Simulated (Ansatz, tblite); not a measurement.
Forces on SrS2 at its PBE0-D4/def2-TZVP geometry. Charge 0, multiplicity 1.

In the def2 sets Sr takes a core potential; there is no spin–orbit coupling. The xTB rows come from tblite. B3LYP takes the VWN-RPA correlation. The structure comes from a short search, and lower isomers may exist.

GFN1-xTB (tblite), largest force 1.58 eV/Å:

```xyz
3
positions Å, forces eV/Å
Sr   -0.517   -1.474   -0.101   -0.012   -0.034   -0.002
S    -0.351    0.892    0.912   -0.899    0.247    1.279
S     0.869    0.582   -0.811    0.911   -0.213   -1.277
```

GFN2-xTB (tblite), largest force 1.05 eV/Å:

```
Sr -0.348 -0.990 -0.068
S 0.362 0.447 -0.231
S -0.014 0.543 0.300
```

B3LYP-D4/def2-TZVP (Ansatz), largest force 0.54 eV/Å:

```
Sr -0.116 -0.330 -0.023
S -0.236 0.239 0.426
S 0.352 0.090 -0.403
```
